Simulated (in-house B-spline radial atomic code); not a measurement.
Inner levels of ruthenium as electrons are removed. A shift is the extra binding of the orbital against the neutral atom ([Kr] 4d7 5s1). Computed with an all-electron radial atomic-structure program (B-spline basis): non-relativistic Hartree-Fock, average of the configuration, point nuclei.

This level leaves out relativity, spin-orbit splitting included, which matters for heavy ions.

```csv
ion,configuration,shift of 2s (eV),shift of 1s (eV),shift of 2p (eV),radius of 2s (bohr),radius of 1s (bohr),radius of 2p (bohr),Σ<r²> (bohr²),change of density at nucleus (bohr⁻³)
Ru24+,[Ar] 3d2,987.85,1008.8,993.52,0.14932,0.034627,0.12792,1.6862,121.13
Ru25+,[Ar] 3d1,1072.75,1096.37,1079.23,0.14913,0.034628,0.12773,1.5314,158.78
Ru26+,[Ne] 3s2 3p6,1159.66,1186.3,1167.05,0.14893,0.034629,0.12753,1.3849,197.86
Ru27+,[Ne] 3s2 3p5,1240.81,1279.08,1249.58,0.14871,0.034624,0.12751,1.2171,242.06
Ru28+,[Ne] 3s2 3p4,1323.24,1373.64,1333.48,0.14849,0.034619,0.12733,1.0552,287.42
Ru29+,[Ne] 3s2 3p3,1406.96,1469.99,1418.74,0.14826,0.034614,0.12713,0.89882,333.96
Ru30+,[Ne] 3s2 3p2,1491.96,1568.13,1505.35,0.14802,0.034609,0.12693,0.74778,381.68
Ru31+,[Ne] 3s2 3p1,1578.23,1668.04,1593.31,0.14778,0.034603,0.12673,0.60185,430.58
Ru32+,[Ne] 3s2,1665.76,1769.73,1682.62,0.14753,0.034597,0.12651,0.46079,480.66
Ru33+,[Ne] 3s1,1748.06,1865.8,1768.97,0.14753,0.034596,0.12633,0.31313,-182.02
Ru34+,[He] 2s2 2p6,1831.33,1963.28,1856.42,0.1474,0.034593,0.12615,0.16958,-868.56
Ru35+,[He] 2s2 2p5,1988.73,2207.18,2040.55,0.14634,0.034564,0.12486,0.14749,-729.55
```
